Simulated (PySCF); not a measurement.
Electron correlation in Dy (dysprosium, neutral)

[Xe] 4f11 6s1, one real determinant (an excited configuration). All numbers are calculated (PySCF 2.14, scalar relativity by spin-free X2C-1e, in x2c-TZVPPall). Frozen: [Ar] 3d10; 38 electrons correlated.

MP2 pair energies summed by pair of shells (mhartree):

| pair | energy | share (%) |
| --- | --- | --- |
| 4f-4f | -498.62 | 29.5 |
| 4d-4f | -333.14 | 19.7 |
| 4f-5p | -265.23 | 15.7 |
| 5p-5p | -120.61 | 7.1 |
| 4d-4d | -118.83 | 7.0 |
| 4f-5s | -58.99 | 3.5 |
| 4d-5p | -55.40 | 3.3 |
| 4p-4f | -45.85 | 2.7 |
| 4p-4d | -42.53 | 2.5 |
| 5s-5p | -32.79 | 1.9 |
| 4d-5s | -24.16 | 1.4 |
| 4s-4d | -17.65 | 1.0 |
| 4s-4f | -16.99 | 1.0 |
| 5p-6s | -11.73 | 0.7 |
| 4p-4p | -10.63 | 0.6 |
| 4f-6s | -8.81 | 0.5 |
| 4p-5p | -7.56 | 0.4 |
| 5s-5s | -6.18 | 0.4 |
| 4s-4p | -4.64 | 0.3 |
| 4p-5s | -4.32 | 0.3 |
| 4s-4s | -1.44 | 0.1 |
| 4s-5p | -0.82 | 0.0 |
| 4d-6s | -0.75 | 0.0 |
| 4s-5s | -0.72 | 0.0 |
| 5s-6s | -0.51 | 0.0 |
| 4p-6s | -0.10 | 0.0 |
| 4s-6s | -0.01 | 0.0 |

Total MP2 correlation energy: -1689.0 mhartree.

Same-spin part -649.71 and opposite-spin part -1039.3 mhartree; SCS-MP2 scales them by 1/3 and 6/5 to -1463.8 mhartree.

The reference is one real determinant that mixes LS terms of this configuration.

This basis was not built for core-valence correlation, so the inner-shell part is incomplete.
